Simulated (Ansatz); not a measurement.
CH₇BN₂OSi (`NC1OB1N[SiH3]`), 13 atoms. Total charge 0; spin multiplicity 1. All runs use 4 threads of an Arm Neoverse V2 on a shared host. Correlated methods freeze the cores.

Q: Give the basis size and wall time and peak host memory of each of these runs in Ansatz. RKS ωB97M-V/def2-SVP energy; RHF-CCSD(T)/def2-TZVPP energy; RKS PBE-QIDH (frozen core)/def2-TZVPP energy; RKS PBE0-D4/def2-QZVPP energy; RKS BHLYP-D4/def2-TZVPP energy; RHF-CCSD(T)/def2-SVP energy; RKS B2PLYP (frozen core)/def2-TZVPP energy; RKS PBE0-D4/def2-TZVP frequencies; RKS PBE0-D4/def2-TZVP relaxation (21 steps); RKS PBE0-D4/def2-SVP energy; RKS ωB97M-V/def2-QZVPP energy; direct RPA on PBE orbitals/def2-TZVPP energy. (Best estimate.)

A: Ansatz gave: Other jobs shared the machine, so times are rough.

```
                                level                    job  functions  wall time  peak host memory (GiB)
                 RKS PBE0-D4/def2-SVP                 energy        123      1.2 s                    0.58
              RKS BHLYP-D4/def2-TZVPP                 energy        295      3.9 s                    0.83
                 RKS ωB97M-V/def2-SVP                 energy        123      4.6 s                    0.58
direct RPA on PBE orbitals/def2-TZVPP                 energy        295      7.5 s                    0.89
RKS PBE-QIDH (frozen core)/def2-TZVPP                 energy        295      7.5 s                    0.87
  RKS B2PLYP (frozen core)/def2-TZVPP                 energy        295      7.5 s                    0.87
               RKS PBE0-D4/def2-QZVPP                 energy        565       11 s                     2.3
                 RHF-CCSD(T)/def2-SVP                 energy        123       11 s                    0.75
               RKS ωB97M-V/def2-QZVPP                 energy        565       24 s                     2.8
                RKS PBE0-D4/def2-TZVP  relaxation (21 steps)        234       89 s                    0.68
                RKS PBE0-D4/def2-TZVP            frequencies        234    3.9 min                    0.68
               RHF-CCSD(T)/def2-TZVPP                 energy        295     16 min                     3.9
```
